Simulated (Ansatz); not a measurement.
Compare A (`[BH3-][O+]=C(C)C`) with its isomer B (`CBCCO`).

Isolated molecules relaxed with PBE0-D4/def2-TZVP in Ansatz; ΔE leaves out vibrations. CCSD(T)/CBS is the MP2 limit (def2-TZVPP, def2-QZVPP) plus CCSD(T) − MP2 in def2-TZVPP, frozen cores. Functionals use def2-TZVPP. B3LYP here is the variant with VWN-RPA as its local correlation; programs differ in this. One conformer a species, not always the lowest.

A:

```xyz
14

B    -1.541   -0.212    1.391
O    -0.117    0.377    1.011
C     0.437    0.199   -0.076
C    -0.201   -0.602   -1.141
C     1.772    0.810   -0.296
H    -1.738    0.170    2.515
H    -1.430   -1.420    1.287
H    -2.311    0.243    0.566
H    -1.181   -0.166   -1.360
H     0.411   -0.666   -2.038
H    -0.422   -1.596   -0.740
H     2.495    0.026   -0.538
H     1.729    1.473   -1.165
H     2.097    1.363    0.583
```

B:

Z-matrix (Å, degrees):
```
C
B 1 1.558
H 1 1.102 2 105.9
H 1 1.091 2 116.3 3 -118.9
H 1 1.094 2 112.5 3 113.7
C 2 1.563 1 125.4 3 103.4
H 2 1.203 1 117.9 3 -73.7
C 6 1.514 2 118.4 1 4.6
H 6 1.102 2 107.2 1 130.3
H 6 1.101 2 106.7 1 -119.4
O 8 1.414 6 113.6 2 -174.1
H 8 1.093 6 110.3 2 -56.1
H 8 1.100 6 110.0 2 61.4
H 11 0.961 8 108.1 6 -55.0
```

Which isomer does CCSD(T)/CBS put lower? Give the gap. (Estimate.)

The calculation gave: B, by 27.1 kJ/mol.

Give E(B) − E(A) in kJ/mol with PBE-D4, CCSD(T)/def2-TZVPP, B3LYP-D4, B3LYP, r2SCAN-D4, CCSD(T)/def2-SVP, LDA (SPW92). (An estimate is asked.)

Ansatz gave: PBE-D4 -6.7, CCSD(T)/def2-TZVPP -20.0, B3LYP-D4 -12.0, B3LYP -14.7, r2SCAN-D4 -11.2, CCSD(T)/def2-SVP -2.6, LDA (SPW92) 1.0. The order is the other way round with LDA (SPW92).

Does the order hold for the free energy at 298.15 K (harmonic terms from PBE0-D4)? (Estimate.)

Computed: Yes: G(B) − G(A) = -24.6 kJ/mol, for one conformer each.

Largest T1 diagnostic: 0.015.

In def2-TZVPP, CCSD(T) changes the Hartree–Fock value by +15.0 kJ/mol (the triples alone add +7.2 kJ/mol) and MP2 by +10.7 kJ/mol. From PBE to PBE0 (25 % exact exchange), in def2-TZVPP and without D4, E(B) − E(A) moves by −14.9 kJ/mol.
